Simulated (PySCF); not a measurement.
BeClHO. Atoms are numbered in the order given.

```xyz
4

Be     0.0111     0.5853     0.0000
Cl    -0.0083    -1.2321     0.0000
O      0.0859     1.9927     0.0000
H     -0.5895     2.6624     0.0000
```

Coordinates come from a PBE0-D3(BJ)/def2-TZVP optimisation. One conformer was computed; it need not be the lowest.

Computed with M06-2X/def2-TZVPD (PySCF).

Gas-phase values at a fixed geometry.

Computed frontier levels, gap, dipole moment and polarisability:
```json
{
  "highest_occupied_level": "-10.63 eV",
  "lowest_empty_level": "-0.44 eV",
  "orbital_gap": "10.20 eV",
  "dipole_moment": "1.93 D",
  "quadrupole, principal values (traceless, Buckingham form, about the centre of nuclear charge)": "-5.36, -0.54, 5.90 D·Å",
  "mean_static_polarisability": "31.7 bohr³ (4.70 Å³)",
  "polarisability_principal_values": "27.6, 27.8, 39.7 bohr³"
}
```
